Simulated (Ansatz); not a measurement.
Two members of one family (Series NiX2), computed with Ansatz in the gas phase. HOMO and LUMO are taken over both spins. Binding counts from free atoms in the multiplicity of their measured ground term, without zero-point energy. Singlets are spin-restricted. The structures are stationary points that may keep the symmetry of their start. Remarks come from the PBE and PBE0 runs and from stability tests at other levels; not every state was tested. HOMO above LUMO (over both spins in singlets and doublets, within one spin in higher multiplets; at PBE or PBE0), or a gap under 0.15 eV within one spin, warns that the state may not be the lowest or that an electron is smeared out.

First: NiCl2 (triplet, charge 0, PBE-D4/def2-TZVP geometry).

```xyz
3

Ni    0.000    0.000    0.000
Cl   -1.371   -1.399   -0.614
Cl    1.371    1.399    0.614
```

```json
{"level": "LDA (SPW92)/def2-TZVP", "HOMO (eV)": "-6.97", "LUMO (eV)": "-6.54", "gap (eV)": "0.43", "binding per atom (eV)": "3.07"}
{"level": "B97M-V/def2-TZVP", "HOMO (eV)": "-8.13", "LUMO (eV)": "-5.84", "gap (eV)": "2.29", "binding per atom (eV)": "2.64"}
{"level": "B3LYP-D4/def2-TZVP", "HOMO (eV)": "-8.98", "LUMO (eV)": "-5.10", "gap (eV)": "3.88", "binding per atom (eV)": "2.42"}
{"level": "PBE0-D4/def2-TZVP", "HOMO (eV)": "-9.28", "LUMO (eV)": "-4.66", "gap (eV)": "4.62", "binding per atom (eV)": "2.50"}
{"level": "BHLYP-D4/def2-TZVP", "HOMO (eV)": "-10.47", "LUMO (eV)": "-2.27", "gap (eV)": "8.20", "binding per atom (eV)": "2.42"}
```

Metal–donor distances: 2 × Cl 2.05 Å. Remarks: HOMO above LUMO (singlet), restricted SCF unstable (singlet).

Second: NiF2 (triplet, charge 0, PBE-D4/def2-TZVP geometry).

```xyz
3

Ni    0.0000    0.0000    0.0000
F     1.0731    0.0059   -1.3329
F    -1.0731   -0.0059    1.3329
```

Task: Estimate the same table for the second.

Result: 
| level | HOMO (eV) | LUMO (eV) | gap (eV) | binding per atom (eV) |
| --- | --- | --- | --- | --- |
| LDA (SPW92)/def2-TZVP | -7.39 | -7.03 | 0.36 | 3.79 |
| B97M-V/def2-TZVP | -8.12 | -5.79 | 2.33 | 3.11 |
| B3LYP-D4/def2-TZVP | -9.41 | -5.00 | 4.41 | 3.01 |
| PBE0-D4/def2-TZVP | -9.72 | -4.36 | 5.37 | 2.99 |
| BHLYP-D4/def2-TZVP | -11.78 | -2.84 | 8.94 | 2.88 |

Metal–donor distances: 2 × F 1.71 Å. Remarks: HOMO above LUMO (singlet), restricted SCF unstable (singlet).
